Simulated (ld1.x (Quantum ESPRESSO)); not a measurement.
# Transferability test, TM potential for manganese

manganese (Mn), norm-conserving Troullier–Martins (Kleinman–Bylander form), made with ld1.x (Quantum ESPRESSO) 7.5 (LDA (PZ), scalar-relativistic). Core [Ar], reference 3d5 4s1 4p0 (charge +1). Waves: 4s (bound): rc 2.45 bohr; 4p (bound, empty): rc 1.95 bohr; 3d (bound): rc 1.90 bohr. Local part: all-electron potential smoothed inside 1.90 bohr (lloc = -1). Core correction: Bessel-smoothed model core inside 1.65 bohr.

Energies are relative to the spin-unpolarised reference configuration 3d5 4s1 4p0; without spin polarisation the order of configurations can differ from experiment. Spin-polarised rows fill each open shell by Hund’s rule, majority spin first. Not all tests gave a result: 1 of 9 tests not solved or not reliable. Left out of the table: 3d5 4s2 4p0 (spin-polarised) (solver errors, printed error -383 eV). The frozen-core shift is the all-electron ΔE with the core orbitals held at their reference shape minus the fully relaxed ΔE.

```
       valence configuration  charge  ΔE all-electron (eV)  error AE − PS (meV)  frozen-core shift (meV)
                 3d5 4s0 4p0      +2                15.877                  -12                     +4.3
                 3d4 4s2 4p0      +1                 4.794                  +11                     +201
               3d5 4s1.5 4p0    +0.5                -5.188                 +0.7                     -0.1
                 3d3 4s0 4p0      +4                99.729                 -947                    +1903
                 3d5 4s0 4p1      +1                 4.816                 -1.9                     +0.7
3d5 4s1 4p0 (spin-polarised)      +1                -6.108                +1338                      +15
```

Question: What are ΔE and the potential's error for 3d4 4s0 4p0?

Answer: ΔE = 48.688 eV all-electron; the error (AE − PS) is -220 meV.

Question: What are ΔE and the potential's error for 3d5 4s2 4p0?

Answer: ΔE = -8.654 eV all-electron; the error (AE − PS) is +2.5 meV.

These tests converged, but a pseudo level misses the all-electron one widely, so the file describes the atom poorly there or has found another state: 3d3 4s0 4p0: empty 4s by 11.9 eV (a node warning on the way). A variational frozen-core shift is positive and of second order in the change. This column holds negative values, so the frozen-core run of ld1.x carries numerical noise or an error of first order here, and the column gives no more than the rough size of the effect.

Note: ghost state, extra bound levels that the all-electron valence spectrum of the same l lacks: s at -1.54 eV. A true bound ghost makes a file unfit for plane-wave use.
